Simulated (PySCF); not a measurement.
## Building multiplets from coupling constants

Atom-mapped SMILES (the numbers label the heavy atoms): `[O:1]=[CH:2][O:3][C@H:4]1[CH2:5][CH2:6][C@@H:7]([B:8]([F:9])[F:10])[CH2:11][CH2:12]1`; H(Xn) means a hydrogen on atom n. Ha(C5), Ha(C6), Ha(C11), Ha(C12) are cis to O3 on the ring; Hb(C5), Hb(C6), Hb(C11), Hb(C12) are trans to O3 on the ring.

Computed data (PySCF): σ from GIAO-PBE/pcSseg-1, spin–spin couplings from B3LYP/pcJ-1 (spin–dipole term only in couplings to heteroatoms), coordinates at the PBE0-D3(BJ)/def2-SVP level. Non-relativistic, single conformer, rapidly exchanging positions averaged, no solvent model.

Referencing at the same level of theory: 19F vs CFCl3; 1H, 13C vs TMS.

Spectrometer: 800 MHz for 1H. First-order analysis; couplings under 1 Hz (under 4 Hz in carbon signals) are ignored, and nearly equal couplings are merged; the smaller ones broaden or split the lines further.

Problem. What pattern does F9/F10 show (19F)?

Solution. A doublet of triplets at δ -82.8: 4.3 Hz to H(C7) (1 × 1H, 3 bonds away), 1.1 Hz to Ha(C5)/Ha(C12) (2 × 1H, 5 bonds away). Lines in Hz from the centre (relative intensity): +3.2 (1), +2.1 (2), +1.1 (1), -1.1 (1), -2.1 (2), -3.2 (1). The outer lines are 6.5 Hz apart, the sum of the couplings kept, or 0.009 ppm at this field.

Problem. What pattern does H(C4) show (1H)?

Solution. A triplet of triplets of doublets at δ 5.04: 4.0 Hz to Ha(C5)/Ha(C12) (2 × 1H, 3 bonds away), 2.8 Hz to Hb(C5)/Hb(C12) (2 × 1H, 3 bonds away), 1.4 Hz to H(C2) (1 × 1H, 4 bonds away). Lines in Hz from the centre (relative intensity): +7.5 (1), +6.1 (1), +4.7 (2), +3.5 (2), +3.3 (2), +2.1 (2), +1.9 (1), +0.7 (4), +0.5 (1), -0.5 (1), -0.7 (4), -1.9 (1), -2.1 (2), -3.3 (2), -3.5 (2), -4.7 (2), -6.1 (1), -7.5 (1). The outer lines are 15.0 Hz apart, the sum of the couplings kept, or 0.019 ppm at this field.

Problem. What pattern does H(C7) show (1H)?

Solution. A triplet of triplets of triplets at δ 0.94: 15.2 Hz to Ha(C6)/Ha(C11) (2 × 1H, 3 bonds away), 4.3 Hz to F9/F10 (2 × 19F, 3 bonds away), 3.9 Hz to Hb(C6)/Hb(C11) (2 × 1H, 3 bonds away).

Problem. What pattern does C2 show in the proton-coupled 13C spectrum?

Solution. A doublet at δ 159.5: 230.8 Hz to H(C2) (1 × 1H, 1 bond away). Lines in Hz from the centre (relative intensity): +115.4 (1), -115.4 (1). The outer lines are 230.8 Hz apart, the sum of the couplings kept, or 1.147 ppm at this field.

Unscaled 3J(H,H) at this level run about 10 % above measured values. Vicinal couplings across rotatable single bonds and in flexible rings belong to the one computed conformer; a conformer average would change them.
